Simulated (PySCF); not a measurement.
Sb³¹⁺ (antimony, charge +31) across methods

[Ar] 3d2, high-spin 3F determinant. All numbers are calculated (PySCF 2.14, the spin-free X2C one-electron Hamiltonian (Gaussian nucleus), in an uncontracted even-tempered set (18 s from 4.7 bohr⁻², ratio 2.5; 12 p from 6.1 bohr⁻², ratio 2.5; 8 d from 6.1 bohr⁻², ratio 2.5; 4 f from 21 bohr⁻², ratio 2.7; 3 g from 32 bohr⁻², ratio 2.7)).

```
method  E (hartree)  mean ε 3p α (eV)  mean ε 3p β (eV)  mean ε 3d α (eV)  Σ⟨r²⟩ (bohr²)   ⟨S²⟩
  PBE0     -5801.40           -2027.6           -2017.6           -1834.6          1.117  2.000
   PBE     -5801.38           -2015.6           -2008.0           -1823.3          1.117  2.000
 B97-3     -5801.38           -2028.5           -2018.4           -1835.5          1.117  2.000
r2SCAN     -5801.76           -2020.4           -2011.3           -1827.6          1.117  2.000
   UHF  -5800.49519           -2061.5           -2044.4           -1867.1          1.117  2.000
   LDA     -5795.30           -2014.7           -2007.0           -1821.9          1.118  2.000
```

Estimate the same row for B3LYP.

E (hartree) = -5801.68; mean ε 3p α (eV) = -2025.2; mean ε 3p β (eV) = -2015.7; mean ε 3d α (eV) = -1832.8; Σ⟨r²⟩ (bohr²) = 1.117; ⟨S²⟩ = 2.000.

Spin-orbit coupling, absent here, splits the open shell strongly.
